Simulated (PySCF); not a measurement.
Löwdin shares of the frontier orbitals

Compound: C4H5FN2.
Cartesian coordinates in Å at the GFN2-xTB level; atoms count from 1:
```xyz
12
C4H5FN2 angstrom
C      1.667    0.414    0.198
N      1.061   -0.672   -0.498
C     -0.134   -1.007   -0.389
C     -1.223   -0.401    0.501
F     -2.364   -1.164    0.392
C     -1.496    0.970    0.109
N     -1.683    2.047   -0.221
H      2.533    0.019    0.730
H      1.013    0.951    0.894
H      2.036    1.113   -0.553
H     -0.487   -1.842   -0.984
H     -0.922   -0.429    1.561
```

Method used: TDDFT PBE0/def2-SVPD, vertical, gas phase, core orbitals frozen in the response (PySCF 2.14.0, density-fitted response routines).

Frontier orbitals with the atoms that hold most of them (Löwdin shares over 4%, at most four atoms; ? is withheld):

| orbital | ε (eV) | atoms |
| --- | --- | --- |
| LUMO+2 | 0.38 | C6 15%, C3 14%, N7 14%, H12 12% |
| LUMO+1 | -0.72 | N7 28%, C6 25%, C4 18%, F5 12% |
| LUMO | -1.09 | ? |
| HOMO | -7.77 | N2 55%, C1 11%, C3 11%, C4 7% |
| HOMO-1 | -9.38 | ? |
| HOMO-2 | -10.29 | N7 43%, C6 32%, C4 7%, H12 4% |
| HOMO-3 | -10.62 | N7 48%, C6 38%, F5 7% |

(1) Which atoms hold the HOMO-1, and with what shares?

(2) Which atoms hold the LUMO, and with what shares?

(3) The HOMO–LUMO gap is 6.68 eV. Where does the response calculation put the lowest singlet, and from which orbitals?

(4) Give energy, strength and leading configuration of S1 and S2, and follow the Löwdin shares of the leading atoms from the occupied to the empty orbital.

## Answers

(1) N2 (bonded to 2 C) 35%; C3 (bonded to C, N and H) 28%; C1 (bonded to N and 3 H) 13%; H10 (bonded to C) 6%. By element: carbon 40% or more, nitrogen 35% or more, hydrogen 6% or more.

(2) N2 (bonded to 2 C) 32%; C3 (bonded to C, N and H) 31%; C4 (bonded to 2 C, F and H) 10%; C6 (bonded to C and N) 6%. By element: carbon 46% or more, nitrogen 32% or more.

(3) S1 is at 4.74 eV (f = 0.0016), 1.95 eV below the gap, made of HOMO→LUMO (97%). Without the coupling terms of the response equations the lowest excitation would equal the gap.

(4) 
- S1 (4.74 eV, f 0.0016), HOMO→LUMO (97%): N2 55% → 32%, C1 11% → at most 6%, C3 11% → 31%
- S2 (5.82 eV, f 0.0036), HOMO→LUMO+1 (98%): N2 55% → at most 13%, C1 11% → at most 13%, N7 at most 7% → 28%, C6 at most 7% → 25%

One conformer stands for the species.
